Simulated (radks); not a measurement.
Cs XLVII, configuration [He] 2s2 2p4 3d1 (not the ground configuration). Calculated with a radial shooting solver on a logarithmic mesh with Libxc functionals: scalar-relativistic Kohn-Sham, BLYP, spin-polarised, spherical densities, point nucleus; open shells are filled with parallel spins first (spin-orbit coupling, left out, can overturn this in heavy ions).

Local quantities along the radius. ELF = 1/(1 + alpha^2) is the electron localisation function; alpha = (tau - tau_W)/tau_unif compares the Pauli kinetic energy density with that of the uniform gas (summed over spins); 4 pi r^2 rho is in e/bohr; s = |grad rho|/(2 (3 pi^2)^(1/3) rho^(4/3)) is the reduced gradient. tau is taken from the large components.

r (bohr),ELF,alpha,4 pi r^2 rho,s
0.001731,1.000,0.01446,5.585,0.6351
0.001921,1.000,0.01474,6.617,0.6135
0.002131,1.000,0.01510,7.821,0.5947
0.002365,1.000,0.01554,9.220,0.5786
0.002645,1.000,0.01614,10.97,0.5638
0.002935,1.000,0.01681,12.86,0.5525
0.003256,1.000,0.01761,15.01,0.5434
0.003613,1.000,0.01859,17.46,0.5364
0.004042,1.000,0.01986,20.44,0.5311
0.004485,1.000,0.02129,23.55,0.5282
0.004976,0.999,0.02303,26.98,0.5274
0.005521,0.999,0.02516,30.73,0.5286
0.006176,0.999,0.02799,35.10,0.5322
0.006853,0.999,0.03127,39.40,0.5379
0.007604,0.999,0.03538,43.88,0.5458
0.008437,0.998,0.04059,48.43,0.5561
0.009437,0.998,0.04786,53.25,0.5703
0.01047,0.997,0.05674,57.51,0.5864
0.01162,0.995,0.06849,61.35,0.6056
0.01289,0.993,0.08429,64.59,0.6282
0.01442,0.988,0.1079,67.17,0.6565
0.016,0.981,0.1388,68.54,0.6865
0.01775,0.968,0.1826,68.79,0.7198
0.0197,0.943,0.2455,67.86,0.7556
0.02204,0.894,0.3449,65.59,0.7944
0.02445,0.813,0.4795,62.49,0.8268
0.02713,0.691,0.6687,58.77,0.8488
0.0301,0.542,0.9193,54.84,0.8507
0.03367,0.394,1.239,50.99,0.8170
0.03736,0.303,1.518,48.31,0.7444
0.04146,0.262,1.679,46.97,0.6370
0.046,0.269,1.647,47.22,0.5175
0.05145,0.331,1.421,49.23,0.4103
0.05709,0.436,1.138,52.36,0.3531
0.06335,0.563,0.8812,56.00,0.3402
0.07029,0.678,0.6890,59.25,0.3634
0.07862,0.764,0.5553,61.23,0.4177
0.08724,0.809,0.4861,60.82,0.4882
0.0968,0.826,0.4593,57.81,0.5752
0.1074,0.818,0.4719,52.30,0.6791
0.1201,0.776,0.5372,44.26,0.8121
0.1333,0.693,0.6659,35.83,0.9571
0.1479,0.555,0.8952,27.53,1.122
0.1641,0.383,1.269,20.21,1.298
0.1836,0.225,1.857,13.98,1.483
0.2037,0.136,2.516,9.767,1.634
0.226,0.091,3.154,6.813,1.774
0.2508,0.068,3.707,4.749,1.954
0.2805,0.051,4.320,3.157,2.282
0.3113,0.037,5.132,2.060,2.800
0.3454,0.023,6.486,1.246,3.625
0.3832,0.013,8.878,0.6811,4.918
0.4286,0.005,13.78,0.3098,7.172
0.4756,0.002,22.99,0.1286,10.68
0.5278,0.001,42.81,0.04547,16.71
0.5856,0.000,89.96,0.01344,27.67
0.655,0.000,232.4,0.002892,51.11
0.7268,0.000,654.8,0.0005511,97.30

On this mesh the ELF has minima near r = 0.041 bohr, which separate the shells, and maxima near 0.097 (0.83).
